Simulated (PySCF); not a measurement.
SMILES S([O-])(c1ccc(cc1)C)(=O)=O (C7H7O3S (anion, charge -1)) at its GFN2-xTB optimised geometry (Å):

```
18

C      3.0573     0.0028     0.0192
C      1.5533     0.0003    -0.0057
C      0.8491    -1.1986     0.0000
C     -0.5360    -1.1986     0.0000
C     -1.2230    -0.0042     0.0000
S     -3.0313    -0.0075    -0.1033
O     -3.4551     1.2214     0.5634
O     -3.4512    -1.2325     0.5728
O     -3.2677    -0.0134    -1.5472
C     -0.5399     1.1924    -0.0097
C      0.8452     1.1968    -0.0097
H      3.4551    -0.8838    -0.4715
H      3.4177     0.0075     1.0498
H      3.4522     0.8866    -0.4787
H      1.3953    -2.1342     0.0022
H     -1.1083    -2.1134     0.0085
H     -1.1150     2.1054    -0.0087
H      1.3884     2.1342    -0.0152
```

Calculation: PBE0/def2-SVPD (PySCF). Cells within 0.4 Å of a nucleus heavier than hydrogen are left out (blank, or x).

Map of the deformation density (molecule minus spherical neutral atoms) (e/bohr³) on the plane z = 0.0 Å:

```
|2222222222222222222222222222222|
|2222222222222222222222222222222|
|2222222222222222222222222222222|
|2222222222222222222222222222222|
|2222222222222222222222222222222|
|2222222222222222222222222222222|
|2222222222222222222222222222222|
|2222222222222222222222222222222|
|2222222222222222222222222222222|
|2222233322226522236622222222222|
|2223333322239932249832222222222|
|2223344322225xx76xx422222222222|
|2223344321124xx99xx311223322222|
|2222245312237943349622236422222|
|222211211445x721127x444x6322222|
|222210xx267xx310014xx88xx222222|
|2222112x1445x721127x444x6322222|
|2222245312237943349622236422222|
|2223344321124xx99xx311223322222|
|2223344322225xx77xx422222222222|
|2223333322239932249832222222222|
|2222233322226522236622222222222|
|2222222222222222222222222222222|
|2222222222222222222222222222222|
|2222222222222222222222222222222|
|2222222222222222222222222222222|
|2222222222222222222222222222222|
|2222222222222222222222222222222|
|2222222222222222222222222222222|
|2222222222222222222222222222222|
|2222222222222222222222222222222|
```
Scale: ten equal steps from -0.039 (start of '0') to 0.097 (end of '9'), in the order '0123456789'; x runs from -5.50 to 5.50, y from -5.50 (bottom) to 5.50 (top).
